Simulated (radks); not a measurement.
The numbers below are computed, except where a source is named.
All-electron atom: V I in [Ar] 3d3 4s1 4p1 (not the ground configuration).

Level of theory: scalar-relativistic Kohn-Sham, BLYP, spin-polarised, spherical densities, finite nucleus; open shells are filled with parallel spins first; Fermi nuclear charge, rms radius 3.6002 fm (a radial shooting solver on a logarithmic mesh with Libxc functionals).

Energy parts (hartree):
total: -949.25689
kinetic: 958.12761
electron-nucleus: -2258.41122
Hartree: 396.50168
exchange-correlation: -45.47496

Orbitals (lengths in bohr, moments of r in powers of bohr; <r^-3> diverges for s and p1/2):
orbital	occ.	eigenvalue (hartree)	<r^2>	<r>	<r^-3>
1s up	1	-197.2473	0.005936	0.06644	-
1s down	1	-197.2456	0.005936	0.06644	-
2s up	1	-22.18559	0.1125	0.3085	-
2s down	1	-22.14941	0.1123	0.3082	-
2p up	3	-18.53392	0.09273	0.2743	310.6
2p down	3	-18.50530	0.09244	0.2739	311.3
3s up	1	-2.64849	1.038	0.9480	-
3s down	1	-2.54269	1.043	0.9502	-
3p up	3	-1.68789	1.217	1.016	36.93
3p down	3	-1.58468	1.229	1.020	36.57
3d up	3	-0.25813	2.636	1.406	2.612
3d down	0	-0.16458	2.875	1.458	2.508
4s up	1	-0.21508	11.72	3.190	-
4p up	1	-0.08140	21.79	4.302	1.814

The highest occupied level is 4p up at -2.215 eV. The configuration is held as typed, so some empty levels lie below it. The density falls to 0.001 e/bohr^3 at r = 4.86 bohr. The electron density at the nucleus is 9950 e/bohr^3 (large components only). The spin density at the nucleus is 4.078 e/bohr^3 (1s 0.013, 2s -0.880, 3s 0.368, 4s 4.578). Spin moment in Bohr magnetons: 5. Summed over all electrons, <r^2> = 51.63 bohr^2, which gives a Langevin (diamagnetic) susceptibility term of -40.9 x 10^-6 cm^3/mol.
